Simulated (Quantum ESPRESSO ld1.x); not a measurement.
Question: The mean radii <r> (bohr) of the occupied orbitals of an atom or ion are listed with their occupations. Method: non-relativistic Kohn-Sham, LDA (Slater exchange, Perdew-Zunger correlation), spin-polarised, spherical densities, point nucleus; computed with ld1.x of Quantum ESPRESSO 7.5.

| orbital | occ. | <r> |
|---|---|---|
| 1s down | 1 | 0.07375 |
| 1s up | 1 | 0.07375 |
| 2s up | 1 | 0.3472 |
| 2s down | 1 | 0.3471 |
| 2p up | 3 | 0.3091 |
| 2p down | 3 | 0.3090 |
| 3s up | 1 | 1.082 |
| 3s down | 1 | 1.082 |
| 3p up | 3 | 1.165 |
| 3p down | 3 | 1.166 |
| 3d up | 1 | 1.546 |

Name the element and its charge. Open shells, if any, are filled with parallel spins first.

Answer: Z = 21, scandium, charge +2: Sc2+ in [Ar] 3d1. The 1s radius gives Z: for a bare nucleus <r> = 1.5/Z, 0.07143 bohr for Z = 21, and screening makes it slightly larger (0.07375 here). The occupations add up to 19, and the charge is Z minus that.
